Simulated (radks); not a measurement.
Task: These are the eigenvalues of the occupied orbitals of an atom or ion with whole-number occupations (eV). Calculated with a radial shooting solver on a logarithmic mesh with Libxc functionals: scalar-relativistic Kohn-Sham, r2SCAN, spin-polarised, spherical densities, finite nucleus; meta-GGA in the generalised Kohn-Sham scheme; Fermi nuclear charge, rms radius of each element as measured or else 0.836 A^(1/3) + 0.57 fm.

| orbital | eigenvalue |
|---|---|
| 1s up | -9768.565 |
| 1s down | -9761.967 |
| 2s up | -1345.201 |
| 2s down | -1331.647 |
| 2p up | -1195.084 |
| 2p down | -1180.208 |
| 3s up | -261.6951 |
| 3s down | -255.3218 |
| 3p up | -213.4672 |
| 3p down | -206.8001 |
| 3d up | -134.1104 |
| 3d down | -126.9859 |

Which element is it, and in what charge state? The configuration may be excited. Open shells, if any, are filled with parallel spins first.

Result: Z = 30, zinc, charge +6: Zn6+ in [He] 2s2 2p5 3s2 3p6 3d7. The list shows which subshells hold electrons but not how many an open one holds; the 1s level, -358.99 hartree, gives Z - s = 26.8 by -(Z - s)^2/2, which with screening and relativity narrows Z to a few neighbours, and the depths of the outer levels then fix element, charge and occupations together.
